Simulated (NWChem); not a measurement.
C4H5N; SMILES C(=C\C#N)/C

Program: NWChem. Pople sets run with spherical d functions. Structure relaxed at the PBE0/def2-SVP level. Level: PBE0/6-31G* with COSMO at NWChem's default radii, gas-phase geometry; rows give the dielectric constant.

| dielectric constant | electrostatic solvation energy (kcal/mol) | dipole in solution (D) |
|---|---|---|
| 2.0 | -3.0 | 5.29 |
| 3.9 | -4.7 | 5.68 |
| 11.7 | -6.1 | 5.98 |
| 20.7 | -6.4 | 6.06 |
| 25.0 | -6.5 | 6.07 |
